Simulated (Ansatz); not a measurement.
Gas-phase reaction R1 → 3 P1 + P2, each structure at its B3LYP-D3(BJ)/def2-TZVP stationary point, reached from a drawn start (curvature not checked).
R1: O3S (SMILES O=S(=O)=O), charge 0, multiplicity 1.
P1: O atom, charge 0, multiplicity 3.
P2: S atom, charge 0, multiplicity 3.

P less R. No zero-point or thermal terms; singlets are restricted closed shells; open shells are unrestricted; no spin–orbit coupling.

Cores are frozen in the correlated methods.

Codes used: Ansatz (Gaussian basis) for Hartree–Fock, density functionals and correlated methods. No computed number here is a measurement.

The comparison value is 1400.1 kJ/mol (CCSD(T)/cc-pV(Q+d)Z). It is a level with limits of its own, not the exact answer.

Question: Order these levels by how close they come to the comparison value for the reaction energy, closest first: r2SCAN/def2-TZVPP, wB97X-V/def2-TZVPP, HF/cc-pV(D+d)Z, PBE0/def2-TZVPP, B3LYP/def2-TZVPP. Give each level's value less the comparison value.

Answer: B3LYP/def2-TZVPP (-12.1 kJ/mol), PBE0/def2-TZVPP (16.0 kJ/mol), wB97X-V/def2-TZVPP (29.1 kJ/mol), r2SCAN/def2-TZVPP (70.4 kJ/mol), HF/cc-pV(D+d)Z (-969.4 kJ/mol)

Ansatz is a program for electronic structure.
